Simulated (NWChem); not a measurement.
Isomers of C$_{2}$H$_{8}$OSi, each optimised at PBE0/def2-SVP with NWChem, gas phase unless a solvent is named. Flexible species stand in one conformer each, which need not be the lowest. 

A: C[SiH2]CO
B: CC[SiH2]O
C: C[SiH](C)O
D: CO[SiH2]C

Task: Rank them by SMD solvation free energy in toluene, PBE0/def2-SVP (kcal/mol), lowest first.

Result: B (-3.3), C (-2.9), A (-2.6), D (-1.6)
